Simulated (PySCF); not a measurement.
# Correlation energy of Se⁺ (selenium, charge +1)

[Ar] 3d10 4s2 4p3, high-spin 4S determinant. Computed with PySCF 2.14 in cc-pVTZ-PP with ECP10MDF, with a scalar-relativistic core potential. Frozen: 3s2 3p6 3d10; 5 electrons correlated.

MP2 pair energies summed by pair of shells (mhartree):

```json
{"pair": "4s-4p", "energy": "-49.98", "share (%)": "66.2"}
{"pair": "4p-4p", "energy": "-16.60", "share (%)": "22.0"}
{"pair": "4s-4s", "energy": "-8.96", "share (%)": "11.9"}
```

Total MP2 correlation energy: -75.54 mhartree.

Same-spin part -20.01 and opposite-spin part -55.53 mhartree; SCS-MP2 scales them by 1/3 and 6/5 to -73.30 mhartree.

| level | correlation energy (mhartree) |
| --- | --- |
| CCSD | -90.18 |
| (T) | -2.54 |
| CCSD(T) | -92.72 |

Diagnostics: T1 = 0.0024, D1 = 0.0049, largest double amplitude 0.053.

Cost of the coupled-cluster step: 0.53 s of wall time on 1 thread of Intel(R) Xeon(R) Platinum 8259CL CPU @ 2.50GHz (shared host), for 5 correlated electrons.
